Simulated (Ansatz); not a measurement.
Born–Oppenheimer molecular dynamics of FH6N3Si (11 atoms, charge 0, multiplicity 1). It starts from a relaxed structure.

Level of theory: Ansatz 0.2.0, RKS PBE-D4/def2-SVP.

- ensemble: NVE (velocity Verlet)
- time step: 0.5 fs
- steps asked: 250
- starting velocities drawn for: 1500 K
- seed: 355442

Frames 0.5 fs apart, positions in Å.

Velocities at 70 fs (Å/ps):

```
Si -0.76 -0.72 -2.16
F 5.34 -7.86 -4.83
N 3.09 8.67 6.64
H 36.69 9.30 29.86
H -22.03 3.06 17.00
N -1.81 0.71 -3.32
H 32.72 44.69 -8.29
H 4.24 2.91 -31.36
N -11.84 0.94 4.52
H 14.61 -47.32 17.39
H 0.99 12.30 17.93
```

```xyz
11
Properties=species:S:1:pos:R:3 time_fs=70 energy_less_start_eV=0.859 T=765
Si -0.086 -0.009 -0.220
F 0.095 -0.127 1.413
N 1.649 -0.146 -0.765
H 2.280 -0.991 -0.762
H 2.277 0.708 -0.701
N -0.738 1.628 -0.575
H -1.434 2.038 0.063
H -0.172 2.434 -0.768
N -0.782 -1.435 -0.636
H -1.063 -2.140 0.053
H -1.162 -1.542 -1.610
11
Properties=species:S:1:pos:R:3 time_fs=70.5 energy_less_start_eV=0.873 T=752
Si -0.086 -0.010 -0.221
F 0.097 -0.131 1.411
N 1.651 -0.142 -0.762
H 2.297 -0.986 -0.747
H 2.264 0.708 -0.693
N -0.739 1.628 -0.577
H -1.418 2.059 0.059
H -0.169 2.436 -0.785
N -0.788 -1.434 -0.634
H -1.056 -2.163 0.062
H -1.161 -1.536 -1.599
11
Properties=species:S:1:pos:R:3 time_fs=71 energy_less_start_eV=0.893 T=735
Si -0.086 -0.010 -0.222
F 0.100 -0.135 1.409
N 1.652 -0.137 -0.759
H 2.310 -0.978 -0.732
H 2.251 0.706 -0.684
N -0.740 1.628 -0.578
H -1.403 2.079 0.055
H -0.163 2.438 -0.802
N -0.794 -1.434 -0.632
H -1.048 -2.185 0.068
H -1.160 -1.531 -1.587
11
Properties=species:S:1:pos:R:3 time_fs=71.5 energy_less_start_eV=0.918 T=714
Si -0.085 -0.009 -0.223
F 0.102 -0.139 1.406
N 1.654 -0.133 -0.755
H 2.319 -0.967 -0.717
H 2.236 0.704 -0.676
N -0.741 1.628 -0.580
H -1.389 2.097 0.053
H -0.155 2.438 -0.821
N -0.801 -1.435 -0.630
H -1.040 -2.204 0.072
H -1.159 -1.527 -1.573
11
Properties=species:S:1:pos:R:3 time_fs=72 energy_less_start_eV=0.941 T=694
Si -0.085 -0.009 -0.224
F 0.105 -0.143 1.404
N 1.655 -0.128 -0.752
H 2.325 -0.954 -0.702
H 2.221 0.702 -0.668
N -0.742 1.628 -0.581
H -1.376 2.113 0.051
H -0.146 2.438 -0.841
N -0.808 -1.435 -0.628
H -1.032 -2.219 0.072
H -1.159 -1.524 -1.560
11
Properties=species:S:1:pos:R:3 time_fs=72.5 energy_less_start_eV=0.955 T=683
Si -0.083 -0.009 -0.225
F 0.107 -0.147 1.402
N 1.657 -0.123 -0.749
H 2.326 -0.938 -0.687
H 2.208 0.701 -0.659
N -0.742 1.627 -0.583
H -1.365 2.128 0.051
H -0.136 2.435 -0.862
N -0.816 -1.437 -0.626
H -1.023 -2.231 0.069
H -1.160 -1.523 -1.549
11
Properties=species:S:1:pos:R:3 time_fs=73 energy_less_start_eV=0.949 T=689
Si -0.082 -0.008 -0.225
F 0.109 -0.151 1.400
N 1.658 -0.119 -0.746
H 2.324 -0.921 -0.671
H 2.195 0.703 -0.650
N -0.743 1.627 -0.585
H -1.355 2.141 0.052
H -0.126 2.429 -0.883
N -0.823 -1.438 -0.624
H -1.013 -2.239 0.063
H -1.163 -1.524 -1.541
11
Properties=species:S:1:pos:R:3 time_fs=73.5 energy_less_start_eV=0.915 T=717
Si -0.080 -0.007 -0.226
F 0.111 -0.155 1.398
N 1.659 -0.115 -0.743
H 2.319 -0.903 -0.656
H 2.185 0.709 -0.641
N -0.743 1.627 -0.587
H -1.346 2.152 0.054
H -0.116 2.420 -0.905
N -0.831 -1.440 -0.621
H -1.002 -2.243 0.053
H -1.168 -1.526 -1.537
11
Properties=species:S:1:pos:R:3 time_fs=74 energy_less_start_eV=0.859 T=765
Si -0.078 -0.006 -0.226
F 0.113 -0.158 1.396
N 1.659 -0.111 -0.740
H 2.312 -0.885 -0.641
H 2.178 0.720 -0.632
N -0.744 1.627 -0.589
H -1.338 2.162 0.056
H -0.107 2.407 -0.926
N -0.839 -1.443 -0.618
H -0.992 -2.243 0.040
H -1.175 -1.530 -1.537
11
Properties=species:S:1:pos:R:3 time_fs=74.5 energy_less_start_eV=0.796 T=818
Si -0.075 -0.004 -0.227
F 0.115 -0.162 1.395
N 1.659 -0.106 -0.738
H 2.303 -0.868 -0.626
H 2.172 0.734 -0.622
N -0.744 1.626 -0.591
H -1.330 2.169 0.060
H -0.098 2.390 -0.948
N -0.846 -1.445 -0.615
H -0.981 -2.241 0.025
H -1.184 -1.536 -1.541
11
Properties=species:S:1:pos:R:3 time_fs=75 energy_less_start_eV=0.742 T=863
Si -0.073 -0.003 -0.227
F 0.117 -0.166 1.393
N 1.659 -0.102 -0.735
H 2.295 -0.854 -0.611
H 2.169 0.751 -0.611
N -0.743 1.626 -0.593
H -1.323 2.175 0.064
H -0.091 2.370 -0.969
N -0.854 -1.448 -0.611
H -0.970 -2.238 0.010
H -1.195 -1.544 -1.548
11
Properties=species:S:1:pos:R:3 time_fs=75.5 energy_less_start_eV=0.711 T=891
Si -0.070 -0.002 -0.227
F 0.119 -0.170 1.392
N 1.658 -0.098 -0.732
H 2.287 -0.842 -0.595
H 2.167 0.771 -0.601
N -0.743 1.626 -0.595
H -1.317 2.178 0.068
H -0.085 2.348 -0.990
N -0.862 -1.450 -0.608
H -0.959 -2.235 -0.005
H -1.207 -1.552 -1.557
```

Of the whole run (125 fs, mean temperature of the second half 755 K): The conserved energy stayed within 0.6 meV per atom of its start (net change 0.39 meV per atom), so the integration is sound. Over the second half the temperature averaged 0.50 of the 1500 K drawn at the start: a run that starts near a minimum puts about half its kinetic energy into the potential. A run of 0.12 ps of so small a system gives no equilibrium averages.

Run time: 4 min on 4 threads of Arm Neoverse V1, on a shared host, peak memory 0.15 GiB.
